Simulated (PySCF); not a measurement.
**Electronic structure of Li⁺ (lithium, charge +1) at the UHF level**

Configuration: 1s2, closed-shell 1S. Computed with PySCF 2.14 in jorge-DZP-DKH, with the spin-free X2C one-electron Hamiltonian (Gaussian nucleus).

| Property | Result |
| --- | --- |
| Total energy | -7.236716 hartree |
| One-electron energy | -8.8886 hartree |
| Hartree (Coulomb) energy | 3.3038 hartree |
| Exchange energy | -1.6519 hartree |
| ⟨S²⟩ | 0.0000 |
| ⟨L²⟩ | 0.000 |
| Sum of ⟨r⟩ | 1.144 bohr |
| Sum of ⟨r²⟩ | 0.8900 bohr² |
| Langevin diamagnetic susceptibility | -0.705 ×10⁻⁶ cm³/mol |
| Time after the integrals | 0.02 s of wall time on 1 thread of Neoverse-V2 (shared host) |

| shell | electrons | mean orbital energy (eV) | rms radius, mean of both spins (bohr) |
| --- | --- | --- | --- |
| 1s | 2 | -75.985 | 0.667 |
